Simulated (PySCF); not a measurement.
One of the candidates below gave these computed data.

All candidates are C2H6F2OSi.

* Dipole: 3.05 D [CAM-B3LYP/def2-SVPD]
* 1H NMR: chemical shifts (computed TMS as zero) by class: 4.39 (1 H), 4.21 (2 H), 1.40 (3 H) ppm [GIAO PBE0/pcSseg-1]
* Triplet: lowest triplet excitation (Tamm–Dancoff): 8.05 eV [TDA CAM-B3LYP/def2-SVPD]
* UV, strongest line: among the 8 lowest singlet transitions: S6 at 9.50 eV (130 nm, f = 0.085) [TDDFT CAM-B3LYP/def2-SVPD]
* XPS: Si2p3/2 109.3, C1s 291.0, C1s 293.0, O1s 538.8, F1s 692.8 (×2), Si1s 1849.5 eV [ΔSCF SCAN, pcX-2 on the ionised atom, pcseg-1 elsewhere, spin-free X2C, 2p3/2 from a spin–orbit splitting computed afterwards within the 2p shell]
* Rotational structure: rotational constants A, B, C: 5.380, 1.608, 1.438 GHz [GFN2-xTB]
* 13C NMR: chemical shifts (computed TMS as zero) by class: 61.8 (1 C), 20.6 (1 C) ppm [GIAO PBE0/pcSseg-1]

Gas-phase values; electronic properties from PySCF, density fitting. Levels stand in brackets. Isolated species at its GFN2-xTB geometry (one conformer only). GFN2-xTB frequencies show an imaginary mode (27i cm⁻¹), so this geometry is no minimum at that level. NMR values are class means; diastereotopic atoms form classes of their own.

Task: Which candidate is it?
A. `CO[SiH2]C(F)F`
B. `COC(F)(F)[SiH3]`
C. `OC[C@@H](F)[SiH2]F`
D. `CCO[SiH](F)F`
E. `O[SiH2][C@H](F)CF`

Result: D. It is `CCO[SiH](F)F`. Numbering: `[CH3:1][CH2:2][O:3][SiH:4]([F:5])[F:6]`. Its formula, C2H6F2OSi, gives 0 degrees of unsaturation, so no ring and no π bond. 2 carbons fall into 2 classes; from least to most shielded: sp3 carbon bound to oxygen [C2] (61.8 ppm), methyl carbon [C1] (20.6 ppm). Hydrogen classes from least to most shielded: 1 H on a fluorine-bound silicon, Si4 (4.39 ppm), 2 H on an sp3 carbon bound to oxygen, C2 (4.21 ppm), 3 H on a methyl carbon, C1 (1.40 ppm, a mean of values up to 0.7 ppm apart in this geometry). The core levels belong to: Si2p3/2 109.3 eV, fluorine-bound silicon [Si4]; C1s 291.0 eV, methyl carbon [C1]; C1s 293.0 eV, sp3 carbon bound to oxygen [C2]; O1s 538.8 eV, silyl ether oxygen [O3]; F1s 692.8 eV, silicon-bound fluorine [F5/F6]; Si1s 1849.5 eV, fluorine-bound silicon [Si4]. One atom of each topological class was ionised and stands for its class. The optimised geometry has point group C1 and is an asymmetric top.

The others, at the same levels:
- `CO[SiH2]C(F)F` fails: its computed 13C shifts are 127.1 (1 C), 54.7 (1 C) ppm, core binding energies are Si2p3/2 107.6, C1s 292.7, C1s 294.8, O1s 538.5, F1s 693.0 (×2), Si1s 1847.4 eV and 1H shifts are 6.43 (1 H), 4.77 (2 H), 3.94 (3 H) ppm.
- `O[SiH2][C@H](F)CF` fails: its computed 13C shifts are 98.3 (1 C), 91.3 (1 C) ppm, core binding energies are Si2p3/2 107.5, C1s 292.6, C1s 293.4, O1s 538.8, F1s 692.3, F1s 692.6, Si1s 1847.3 eV and 1H shifts are 5.40 (1 H), 5.33 (1 H), 4.94 (1 H), 4.93 (1 H), 4.78 (1 H), 1.45 (1 H) ppm.
- `OC[C@@H](F)[SiH2]F` fails: its computed 13C shifts are 98.8 (1 C), 67.4 (1 C) ppm, core binding energies are Si2p3/2 108.3, C1s 292.6, C1s 292.7, O1s 539.0, F1s 692.5, F1s 692.6, Si1s 1848.1 eV and 1H shifts are 5.38 (1 H), 5.20 (1 H), 4.78 (1 H), 4.67 (1 H), 3.90 (1 H), 1.58 (1 H) ppm.
- `COC(F)(F)[SiH3]` fails: its computed 13C shifts are 136.5 (1 C), 49.4 (1 C) ppm, core binding energies are Si2p3/2 107.2, C1s 292.6, C1s 296.0, O1s 539.5, F1s 692.7 (×2), Si1s 1846.9 eV and 1H shifts are 3.93 (3 H), 3.87 (3 H) ppm.

Each candidate is one conformer, not necessarily the lowest. Dipoles, sizes and rotational constants follow the conformer. The torsions of the flexible species, by atom-mapped SMILES:
- `[CH3:1][CH2:2][O:3][SiH:4]([F:5])[F:6]`: C1–C2–O3–Si4 -136°, C2–O3–Si4–F5 57°
- `[CH3:1][O:2][SiH2:3][CH:4]([F:5])[F:6]`: C1–O2–Si3–C4 -59°, O2–Si3–C4–F5 178°
- `[OH:1][SiH2:2][C@H:3]([F:4])[CH2:5][F:6]`: O1–Si2–C3–F4 -68°, Si2–C3–C5–F6 30°, H–O1–Si2–C3 54°
- `[OH:1][CH2:2][C@@H:3]([F:4])[SiH2:5][F:6]`: O1–C2–C3–F4 66°, C2–C3–Si5–F6 -31°, H–O1–C2–C3 -56°
- `[CH3:1][O:2][C:3]([F:4])([F:5])[SiH3:6]`: C1–O2–C3–F4 57°
